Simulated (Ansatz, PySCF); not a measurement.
Si(H)(F)(Me)(OMe) (C2H7FOSi), SMILES CO[SiH](C)F. Atoms are numbered in the order given.

```xyz
12

Si     0.4473    -0.1795    -0.1321
C      1.8573    -0.4974     1.0290
F      0.0903     1.4134    -0.1284
O     -0.8632    -1.0262     0.4117
C     -2.1167    -1.1075    -0.2316
H      0.7289    -0.5216    -1.5526
H      2.1372    -1.5627     1.0171
H      2.7407     0.0968     0.7469
H      1.5717    -0.2285     2.0582
H     -2.6664    -0.1520    -0.1657
H     -2.7173    -1.8873     0.2615
H     -2.0160    -1.3749    -1.3003
```
Charge 0, spin multiplicity 1.

Geometry: B3LYP-D3(BJ)/def2-SVP. The structure was generated by enumeration, and PubChem lists no compound with its InChIKey, so it may never have been made. Other conformers were not sampled.

Two levels are set side by side: PBE-D3(BJ)/def2-SVP (Ansatz, a quantum-chemistry and plane-wave program) and B3LYP-D3(BJ)/def2-SVP (Ansatz). Each level has its own optimised geometry; the coordinates shown are those of the second. Frequencies come from the Hessian of PySCF at each geometry. Differences are taken from unrounded values.

```json
[
 {"quantity": "mean bond length (Å)", "B3LYP-D3(BJ)": "1.332"},
 {"quantity": "bond Si1–C2 (Å)", "B3LYP-D3(BJ)": "1.854"},
 {"quantity": "bond Si1–F3 (Å)", "B3LYP-D3(BJ)": "1.632"},
 {"quantity": "bond Si1–O4 (Å)", "B3LYP-D3(BJ)": "1.652"},
 {"quantity": "bond O4–C5 (Å)", "B3LYP-D3(BJ)": "1.411"},
 {"quantity": "bond Si1–H6 (Å)", "B3LYP-D3(BJ)": "1.488"},
 {"quantity": "bond C2–H7 (Å)", "B3LYP-D3(BJ)": "1.101"},
 {"quantity": "bond C2–H8 (Å)", "B3LYP-D3(BJ)": "1.101"},
 {"quantity": "bond C2–H9 (Å)", "B3LYP-D3(BJ)": "1.101"},
 {"quantity": "bond C5–H10 (Å)", "B3LYP-D3(BJ)": "1.104"},
 {"quantity": "bond C5–H11 (Å)", "B3LYP-D3(BJ)": "1.101"},
 {"quantity": "bond C5–H12 (Å)", "B3LYP-D3(BJ)": "1.106"},
 {"quantity": "highest harmonic wavenumber (cm⁻¹)", "B3LYP-D3(BJ)": "3133"},
 {"quantity": "mean harmonic wavenumber (cm⁻¹)", "B3LYP-D3(BJ)": "1327"},
 {"quantity": "zero-point energy (kcal/mol)", "B3LYP-D3(BJ)": "56.91"}
]
```

**Question.** What does PBE-D3(BJ) give, and how far is it from B3LYP-D3(BJ)? (The exact figures need the calculation; the answer reports its results.)

**Answer.** 
| quantity | PBE-D3(BJ) | PBE-D3(BJ) minus B3LYP-D3(BJ) |
|---|---|---|
| mean bond length (Å) | 1.341 | 0.009 |
| bond Si1–C2 (Å) | 1.860 | 0.006 |
| bond Si1–F3 (Å) | 1.644 | 0.012 |
| bond Si1–O4 (Å) | 1.667 | 0.014 |
| bond O4–C5 (Å) | 1.416 | 0.005 |
| bond Si1–H6 (Å) | 1.503 | 0.015 |
| bond C2–H7 (Å) | 1.108 | 0.007 |
| bond C2–H8 (Å) | 1.108 | 0.007 |
| bond C2–H9 (Å) | 1.108 | 0.007 |
| bond C5–H10 (Å) | 1.113 | 0.009 |
| bond C5–H11 (Å) | 1.109 | 0.008 |
| bond C5–H12 (Å) | 1.115 | 0.009 |
| highest harmonic wavenumber (cm⁻¹) | 3089 | -44 |
| mean harmonic wavenumber (cm⁻¹) | 1291 | -36 |
| zero-point energy (kcal/mol) | 55.37 | -1.54 |

GGA bonds tend to be longer and softer than those of functionals with exact exchange. Differences between two approximate levels are no errors against the true value.
